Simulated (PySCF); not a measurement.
TeI2, SMILES I[Te]I.

Coordinates come from a B3LYP-D3(BJ)/def2-SVP optimisation. The def2 effective core potentials stand for the cores of I, Te; spin–orbit coupling is left out.

Calculation: PySCF with M06-2X/def2-TZVPD.

Gas-phase values at a fixed geometry.

Question: Estimate the frontier levels, gap, dipole moment and polarisability. (The exact figures need the calculation; the answer reports its results.)

Answer: 
The highest occupied level is -7.59 eV and the lowest empty level is -2.67 eV. The orbital gap is 4.92 eV and the dipole moment comes out as 1.06 D. The quadrupole, principal values (traceless, Buckingham form, about the centre of nuclear charge) comes out as -6.25, 1.28, 4.97 D·Å and the mean static polarisability is 118.6 bohr³ (17.58 Å³). The polarisability, principal values is 81.9, 107.7, 166.3 bohr³.
